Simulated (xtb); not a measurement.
xtb input:

```bash
xtb mol.xyz --gfn 1 --sp --chrg -1 --uhf 0
```
mol.xyz:
```
3

Te    -0.02127922     0.09549355    -1.39893027
Te     0.01114215    -0.06379250     1.36869607
H      0.52712718    -1.64845433     1.57217851
```

Q: What final total energy does it print?

A: -8.27961 Eh (GFN1-xTB).

It need not be the lowest isomer of its formula. Whether it binds its extra electron was not tested at this geometry.
